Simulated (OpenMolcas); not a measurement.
**La: effect of the IPEA shift**

```yaml
Program: OpenMolcas 26.06
Basis: ANO-RCC-VTZP [8s7p5d3f2g1h]
Scalar_Hamiltonian: DKH2, point nucleus
Active_space: 3 electrons in 6 orbitals (5d 6s)
State_averaging: 2S+1 = 2 even, 65 roots; 2S+1 = 4 even, 20 roots kept (CI in the orbitals of an earlier block)
Spin-orbit_coupling: state interaction with AMFI integrals over the reference wave functions, term energies averaged over their components
```

Methods on the same reference wave functions:
A. CASSCF
B. MS-CASPT2, IPEA 0 Eh, imaginary shift 0.1 Eh (closed shells correlated: 5s 5p)
C. MS-CASPT2, IPEA 0.25 Eh, imaginary shift 0.1 Eh (closed shells correlated: 5s 5p)

Energies in cm-1 above 5d 6s2 2D 3/2, the measured ground level; measured values from NIST Handbook of Basic Atomic Spectroscopic Data.

| Level | A | B | C | Measured |
| --- | --- | --- | --- | --- |
| 5d 6s2 2D 3/2 [51 %] | 0.0 | 0.0 | 0.0 | 0.0 |
| 5d2 6s 4F 5/2 | 551 | 3530 | 2810 | 3010 |
| 5d2 6s 4F 3/2 [51 %] | 652 | 3210 | 2470 | 2668 |
| 5d2 6s 4F 7/2 | 1150 | 4030 | 3290 | 3495 |
| 5d 6s2 2D 5/2 | 1157 | 940 | 908 | 1053 |
| 5d2 6s 4F 9/2 | 1759 | 4660 | 3910 | 4122 |
| 5d2 6s 4P 1/2 | 6547 | 7970 | 7860 |  |
| 5d2 6s 4P 3/2 [70 %] | 6783 | 8110 | 8160 |  |
| 5d2 6s 2P 1/2 | 8514 | 7380 | 8180 |  |
| 5d2 6s 2F 5/2 | 8653 | 5620 | 6310 | 7012 |
| 5d2 6s 2F 7/2 | 9434 | 6540 | 7240 | 8052 |
| 5d2 6s 2G 9/2 | 10185 | 9500 | 9520 | 9920 |
| 5d2 6s 2G 7/2 | 10189 | 9490 | 9520 | 9961 |
| 5d3 4F 3/2 [69 %] | 10750 | 12200 | 11740 | 12431 |
| 5d3 4F 5/2 [58 %] | 11124 | 12600 | 12130 | 12787 |
| 5d3 4F 7/2 | 11713 | 13090 | 12630 | 13238 |
| 5d3 4F 9/2 | 12308 | 13610 | 13170 | 13747 |
| 5d3 4P 1/2 | 17131 | 16460 | 16560 | 16617 |
| 5d3 4P 3/2 [70 %] | 17328 | 16370 | 16610 | 16735 |
| 5d3 4P 5/2 | 17663 | 17060 | 17090 | 17099 |
| 5d3 2G 7/2 | 19186 | 16180 | 16410 | 17023 |
| 5d3 2H 11/2 | 19825 | 17860 | 17770 |  |
| 5d3 2D 3/2 [61 %] | 21835 | 17490 | 17620 |  |
| 5d3 2D 5/2 | 22386 | 18280 | 18280 |  |

Deviations, from unrounded energies. A percentage is the sum of absolute deviations over the sum of measured energies, with the sign that they share, or ± where signs differ.

| Against measurement | Levels | A | B | C |
| --- | --- | --- | --- | --- |
| mean absolute deviation (cm-1) | 17 | 1300 | 480 | 390 |
| fine structure of the ground term (%) | 1 | +9.8 | -10.7 | -13.8 |
| other configurations (%) | 16 | ±13.6 | ±4.8 | -3.9 |

C lies closest to measurement on these levels and A furthest from it. The largest miss of C in the table is 5d2 6s 2F 7/2, by -810 cm-1. The ranking rests on the paired levels alone, and a cruder setting can come out closer through cancelling errors.

Between B and C the level of the table that moves most is 5d2 6s 2P 1/2, by 800 cm-1 (lowest in B, highest in C). Moves below CASPT2's spread within the term are not significant.

The mean deviations of B to C differ by less than CASPT2's widest spread within a term (1900 cm-1), so their order carries little weight.

The lowest spin-free term lies below A's lowest term by 0.281 hartree in B, 0.266 hartree in C.

Term energies are means over components that CASPT2 splits; among the terms shown or strongly mixed into the levels shown the widest spread is 1900 cm-1 (5d2 6s 2F, B). Over all roots computed the reference weight is 0.81 to 0.89 in B, 0.84 to 0.91 in C; the roots of lowest weight are the least certain, and an intruder state may touch them. Terms from blocks run as CI alone lack orbitals of their own. Configurations are named by rounded mean occupations; where the s occupation lies near a half they are strongly mixed, a name can repeat and a true partner stay unpaired. A single d shell beside an s shell can misplace configurations of different d count against each other. The CASPT2 spread within a term exceeds the gap to the next term for 5d2 6s 2F and 5d2 6s 2P, 5d2 6s 2D and 5d2 6s 2G, 5d2 6s 2S and 5d3 2G and others, so the order of their levels is uncertain (figures for B; the like holds for C). Without dynamic correlation excited terms often stand tens of per cent too high (terms of higher spin than the ground term too low), and those without a measured partner can miss by more than the paired ones (holds for A). Some levels mix across a computed gap that differs much from the measured one, so their mixing is not that of the real levels (holds for B; C). Measured partners are found by configuration, term and J. A level has none where our copy of the source lacks it or the pairing is in doubt (some pairs that miss far off the trend of their configuration count as doubtful), and it then counts in no deviation. Levels of configurations outside the active space are missing. The table leaves out levels that lie high or whose names do not pair safely across all columns.

A share in square brackets marks a mixed level and gives the weight of the term that names it, the lowest over the columns.
